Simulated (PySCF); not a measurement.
## Relaxation of quartet WF₃

All numbers come from UPBE0/[W def2-TZVP with ECP60, F def2-TZVP], scalar-relativistic core potentials, density fitting, no spin–orbit coupling, PySCF. A (50,194) grid was used.

A hand-made trigonal pyramidal start, of C3v symmetry, held to at least that symmetry:

```xyz
4
charge 0 multiplicity 4, angstrom
W     0.0000    0.0000   -0.2232
F     1.7748    0.0000    0.7204
F    -0.8874    1.5370    0.7204
F    -0.8874   -1.5370    0.7204
```

Optimiser trace:
```json
{"step": "0", "E − E(last) (kJ/mol)": "189.00", "largest gradient (Eh/bohr)": "0.12178"}
{"step": "1", "E − E(last) (kJ/mol)": "76.58", "largest gradient (Eh/bohr)": "0.04953"}
{"step": "2", "E − E(last) (kJ/mol)": "31.60", "largest gradient (Eh/bohr)": "0.03233"}
{"step": "3", "E − E(last) (kJ/mol)": "8.42", "largest gradient (Eh/bohr)": "0.02231"}
{"step": "4", "E − E(last) (kJ/mol)": "1.80", "largest gradient (Eh/bohr)": "0.01116"}
{"step": "5", "E − E(last) (kJ/mol)": "0.04", "largest gradient (Eh/bohr)": "0.00192"}
{"step": "6", "E − E(last) (kJ/mol)": "0.00", "largest gradient (Eh/bohr)": "0.00022"}
{"step": "7", "E − E(last) (kJ/mol)": "0.00", "largest gradient (Eh/bohr)": "0.00002"}
```

It ends at D3h with W–F 1.866 Å (×3); F–W–F 120.0° (×3). A frequency run shows a minimum.

Final geometry:
```xyz
4
charge 0 multiplicity 4, angstrom
W     0.0000    0.0000    0.0000
F     1.8657    0.0000    0.0000
F    -0.9329    1.6158    0.0000
F    -0.9329   -1.6158    0.0000
```

Other spin states or occupations of the open shell can lie lower. No spin–orbit coupling is included, which matters more the heavier the element.
